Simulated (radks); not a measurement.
The numbers below are computed, except where a source is named.
Spherical quantum dot in the effective-mass picture: electrons in a well V = -V0 / (1 + exp((r - R)/a)) with V0 = 3.91, R = 5.48, a = 0.17, all in effective atomic units (hartree* = m*/eps^2 hartree, bohr* = eps/m* bohr), one dielectric constant everywhere. Level of theory: non-relativistic Kohn-Sham, LDA (Slater exchange, Perdew-Wang correlation), spin-polarised, spherical densities (a radial shooting solver with Libxc functionals). Levels are named by radial order and angular momentum (1s, 1p, 1d, 2s, ...), and open shells are averaged over m. Each electron was tried in the lowest free levels, single moves between levels near the top were tried too, and the lowest total energy was kept; such a search can miss a lower state. The series stops at N = 14: beyond it a trial failed or the search could not be trusted, so later rows were left out. At N = 1 the Hartree and exchange-correlation terms need not cancel, so that row can carry a self-interaction error.

N        open shells  2S  E (hartree*)  mu = E(N) - E(N-1) (hartree*)  addition energy mu(N+1) - mu(N) (hartree*)  e(HOMO) (hartree*)  rms radius (bohr*)
1   1s(up 1, down 0)   1      -3.75069                        -3.7507                                      0.2641             -3.6432               3.056
2               none   0      -7.23725                        -3.4866                                      0.3479             -3.3770               3.247
3   1p(up 1, down 0)   1      -10.3759                        -3.1387                                      0.2134             -3.0330               3.468
4   1p(up 2, down 0)   2      -13.3013                        -2.9253                                      0.2169             -2.8171               3.596
5   1p(up 3, down 0)   3      -16.0097                        -2.7084                                      0.2664             -2.5997               3.687
6   1p(up 3, down 1)   2      -18.4517                        -2.4420                                      0.2079             -2.3387               3.761
7   1p(up 3, down 2)   1      -20.6858                        -2.2341                                      0.2105             -2.1291               3.821
8               none   0      -22.7094                        -2.0236                                      0.3607             -1.9180               3.872
9   1d(up 1, down 0)   1      -24.3722                        -1.6629                                      0.2052             -1.5604               3.931
10  1d(up 2, down 0)   2      -25.8299                        -1.4577                                      0.2056             -1.3549               3.980
11  1d(up 3, down 0)   3      -27.0820                        -1.2520                                      0.2057             -1.1492               4.022
12  1d(up 4, down 0)   4      -28.1283                        -1.0463                                      0.2056            -0.94347               4.060
13  1d(up 5, down 0)   5      -28.9689                       -0.84068                                      0.2535            -0.73794               4.094
14  1d(up 5, down 1)   4      -29.5562                       -0.58723                                           -            -0.48688               4.125

All shells are closed at N = 2, 8 (there: 1s2 1p6); the second difference of the energy has clear peaks (12 % above both neighbours; the first and last values, which can be the largest, are not judged, and half-filled shells can peak too) at N = 2, 5, 8.
